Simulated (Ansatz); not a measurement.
F6Sb, charge -1, singlet, geometry from GFN2-xTB (all electrons, no relativity) (a gas-phase anion, which may not be bound at this level). Base run: BLYP/STO-3G (Ansatz, a first-principles code).

Geometry (Å):
```xyz
7

F     -0.4441    -1.3376    -1.3012
Sb     0.0000     0.0000     0.0000
F      1.8613    -0.2220    -0.4071
F      0.1333    -1.3568     1.3493
F     -0.1333     1.3568    -1.3493
F      0.4441     1.3376     1.3012
F     -1.8613     0.2220     0.4071
```
Charge -1, spin multiplicity 1.
All else is at Ansatz's defaults.
Base energy -6843.27419 Eh.

Variants of this job, named by their change:

| change | ΔE vs base (mEh) |
|---|---|
| base | 0.000 |
| forces = on | 0.000 |
| point_charge = charge:0.5 position_ang:1.2574, -3.104, -3.6017 | -54.328 |
| nuclear_model = gaussian | [?] |
| final_grid = 6, 12, 29 | 0.011 |
| final_grid = 10, 20, 41 | 0.000 |
| lower_state_search = off | 0.000 |
| final_grid = 14, 28, 59 | 0.000 |
| final_grid = 4, 8, 17 | [?] |
| point_charge = charge:-1.0 position_ang:2.3983, -4.0746, 1.3541 | 105.5 |

Question: Fill in the missing entries.

Answer: 
- nuclear_model = gaussian, ΔE vs base (mEh): 52.395
- final_grid = 4, 8, 17, ΔE vs base (mEh): -5.387

A gas-phase anion may not be bound at this level; its values then depend on the basis.
